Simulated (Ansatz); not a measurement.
`N[SiH2][SiH2]Cl` + `N[SiH3]` → `[SiH3]N[SiH2][SiH2]Cl` + NH₃  (ligand exchange at the Si–N bond)

Isolated molecules relaxed with PBE0-D4/def2-TZVP in Ansatz; ΔE leaves out vibrations. CCSD(T)/CBS is the MP2 limit (def2-TZVPP, def2-QZVPP) plus CCSD(T) − MP2 in def2-TZVPP, frozen cores. This one scheme is used for every species. Functionals use def2-TZVPP. Each species was taken in one conformer, which may not be the lowest.

`N[SiH2][SiH2]Cl`:

Cartesian coordinates in Å:
```
N -1.374 0.061 -1.063
Si -0.742 0.346 0.509
Si 1.444 -0.492 0.474
Cl 2.302 0.187 -1.290
H -0.807 0.287 -1.865
H -2.352 0.203 -1.257
H -1.576 -0.387 1.500
H -0.688 1.772 0.956
H 1.504 -1.976 0.443
H 2.287 -0.001 1.594
```

`N[SiH3]`:

Cartesian coordinates in Å:
```
N -0.344 -0.229 0.983
Si 0.256 0.233 -0.561
H 0.071 -1.010 1.465
H -1.333 -0.184 1.167
H 1.736 0.335 -0.464
H -0.052 -0.697 -1.688
H -0.334 1.553 -0.903
```

`[SiH3]N[SiH2][SiH2]Cl`:

Cartesian coordinates in Å:
```
Si 1.812 0.518 -0.667
N 0.474 -0.410 -1.241
Si -0.852 -1.058 -0.346
Si -1.362 0.308 1.492
Cl -1.362 2.279 0.870
H 1.623 0.671 0.798
H 1.880 1.856 -1.310
H 3.108 -0.170 -0.918
H 0.462 -0.615 -2.231
H -2.044 -1.121 -1.235
H -0.615 -2.441 0.166
H -2.722 -0.007 2.003
H -0.402 0.191 2.618
```

NH₃:

Cartesian coordinates in Å:
```
N -0.269 -0.051 -0.065
H -0.186 0.531 0.759
H 0.241 -0.906 0.122
H 0.215 0.426 -0.816
```

(1) Is it downhill or uphill in electronic energy at CCSD(T)/CBS, and by how much? (Best estimate.)

(2) What do these levels give: r2SCAN0-D4, ωB97X-V, revPBE, BLYP, PBE0, r2SCAN0, BHLYP, CCSD(T)/def2-SVP, MP2/def2-TZVPP, SCS-MP2/def2-TZVPP, MP2/CBS(def2), CCSD/CBS(def2)? (An estimate is asked.)

(3) What do rigid-rotor, harmonic-oscillator terms from PBE0-D4/def2-TZVP frequencies (298.15 K, 1 bar) make of the CCSD(T)/CBS value? (An estimate is asked.)

Largest T1 diagnostic among the species: 0.011.

Results:

(1) The calculation gave: Downhill: ΔE = -13.4 kJ/mol.

(2) Ansatz gave: r2SCAN0-D4 -10.9, ωB97X-V -10.2, revPBE -1.7, BLYP 0.8, PBE0 -5.4, r2SCAN0 -8.1, BHLYP -2.4, CCSD(T)/def2-SVP -15.9, MP2/def2-TZVPP -13.5, SCS-MP2/def2-TZVPP -11.6, MP2/CBS(def2) -13.5, CCSD/CBS(def2) -11.4 kJ/mol.

(3) Ansatz gave: ΔZPE = -0.2 kJ/mol, ΔH = -11.7 kJ/mol, ΔS = -19 J/(mol·K), ΔG = -6.1 kJ/mol. Modes under 50 cm⁻¹ make the entropy rough.

The D4 term adds −11.8 kJ/mol with B3LYP and −6.9 kJ/mol with PBE0; it sums over pairs of atoms, weighted by their polarisabilities, and B3LYP, whose exchange is more repulsive, gets the larger term. From BLYP to BHLYP (50 % exact exchange), in def2-TZVPP and without D4, ΔE moves by −3.3 kJ/mol.

B3LYP here is the variant with VWN-RPA as its local correlation; programs differ in this.
